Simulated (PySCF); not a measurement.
C2H2Cl2F2. Atoms are numbered in the order given.

```xyz
8

F     -1.4804    -1.3376     0.8243
C     -1.1308    -0.0893     0.4676
F     -1.6291     0.1654    -0.7467
C      0.3908     0.0164     0.4689
Cl     1.0973    -1.0771    -0.7219
Cl     0.8565     1.7028     0.1944
H     -1.5563     0.6273     1.1930
H      0.7680    -0.2772     1.4568
```
Charge 0, spin multiplicity 1.

Coordinates come from a PBE0-D3(BJ)/def2-SVP optimisation. The values are those of a single conformer.

Calculation: B3LYP/pcSseg-1 (PySCF).

GIAO shieldings, no solvent; atoms listed in one row are averaged. δ = σ(ref) − σ: ¹⁹F against CFCl3 (σ = 161.7 ppm); ¹³C against TMS (σ = 181.3 ppm); ³⁵Cl against HCl (σ = 933.3 ppm); ¹H against TMS (σ = 31.68 ppm), references at their B3LYP-D3(BJ)/def2-TZVP geometries, non-relativistic (without spin–orbit terms, shifts of atoms bonded to Cl or Br come out too high).

```
nucleus  atoms  count  δ (ppm)
-------  -----  -----  -------
¹⁹F         F1      1   -136.2
¹⁹F         F3      1   -162.0
¹³C         C2      1    119.4
¹³C         C4      1     86.2
³⁵Cl       Cl6      1    240.0
³⁵Cl       Cl5      1    205.4
¹H          H7      1     6.06
¹H          H8      1     5.81
```
